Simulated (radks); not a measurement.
Question: Xe3+, configuration [Kr] 4d10 5s2 5p3. Calculated with a radial shooting solver on a logarithmic mesh with Libxc functionals: Dirac Kohn-Sham, PBE, spin-unpolarised, spherical densities, finite nucleus; open shells fill j = l - 1/2 first; Fermi nuclear charge, rms radius 4.7859 fm. Some entries of the table are withheld. Estimate them.

| orbital | occ. | eigenvalue (eV) | <r> (bohr) |
|---|---|---|---|
| 1s1/2 | 2 | (1) | 0.02666 |
| 2s1/2 | 2 | (2) | 0.1142 |
| 2p1/2 | 2 | -5053.923 | 0.09620 |
| 2p3/2 | 4 | -4729.284 | 0.1020 |
| 3s1/2 | 2 | -1126.594 | 0.3061 |
| 3p1/2 | 2 | -992.2825 | 0.2962 |
| 3p3/2 | 4 | -930.6158 | 0.3078 |
| 3d3/2 | 4 | -694.2612 | 0.2787 |
| 3d5/2 | 6 | -681.2283 | 0.2824 |
| 4s1/2 | 2 | -230.5843 | 0.7164 |
| 4p1/2 | 2 | -183.0108 | 0.7453 |
| 4p3/2 | 4 | -170.6956 | 0.7729 |
| 4d3/2 | 4 | (3) | 0.8666 |
| 4d5/2 | 6 | (4) | 0.8772 |
| 5s1/2 | 2 | -50.0022 | 1.749 |
| 5p1/2 | 2 | -37.9302 | 1.965 |
| 5p3/2 | 1 | -36.2339 | 2.035 |

Answer: 
(1) 1s1/2 eigenvalue (eV): -34378.27
(2) 2s1/2 eigenvalue (eV): -5376.992
(3) 4d3/2 eigenvalue (eV): -93.6798
(4) 4d5/2 eigenvalue (eV): -91.6811
